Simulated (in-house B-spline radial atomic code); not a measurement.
Cd⁺ is squeezed into an impenetrable sphere of radius R (the orbitals vanish at R). No spin polarisation. Level of theory: non-relativistic LDA VWN5, spherical fractional occupations, point nucleus; calculated with an all-electron radial atomic-structure program (B-spline basis).

Energies in eV above the free ion in [Kr] 4d10 5s1:

| R (bohr) | highest level (eV) | [Kr] 4d10 5s1 | [Kr] 4d10 4f1 | [Ar] 3d10 4s2 4p5 4d10 5s1 5d1 | -dE/dV in [Kr] 4d10 5s1 (GPa) |
| --- | --- | --- | --- | --- | --- |
| 9.78 | -12.7 | 0.0004161 | 14.31 | 75.79 | 0.000635 |
| 6.91 | -12.6 | 0.04595 | 17.3 | 77.07 | 0.13 |
| 4.78 | -11.1 | 1.21 | 24.73 | 83.53 | 7.04 |
| 4.12 | -8.93 | 3.429 | 29.89 | 90.57 | 28.2 |
| 3.69 | -5.92 | 7.015 | 35.28 | 99.49 | 75.9 |
| 2.92 | 8.22 | 28.67 | 57.04 | 140.6 | 570 |
| 2.46 | 31.7 | 75.01 | 95.82 | 212.8 | 2370 |
| 2.01 | 89.2 | 220.4 | 213.6 | 410.8 | 12100 |
| 1.85 | 128 | 337.3 | 309.3 | 559.5 | 23200 |
| 1.36 | 414 | 1471 | 1268 | 1890 | 226000 |

Does [Kr] 4d10 4f1 fall below [Kr] 4d10 5s1 under compression?

Yes, between R = 2.46 and 2.01 bohr the order changes (near 2.12 bohr by linear interpolation).

Does [Ar] 3d10 4s2 4p5 4d10 5s1 5d1 fall below [Kr] 4d10 5s1 under compression?

No, it stays above over the whole range.

The highest level is first positive in the row R = 2.92 bohr, pushed up by confinement above the zero of the free ion's potential. Each configuration is held fixed and needn't be the lowest in the sphere.
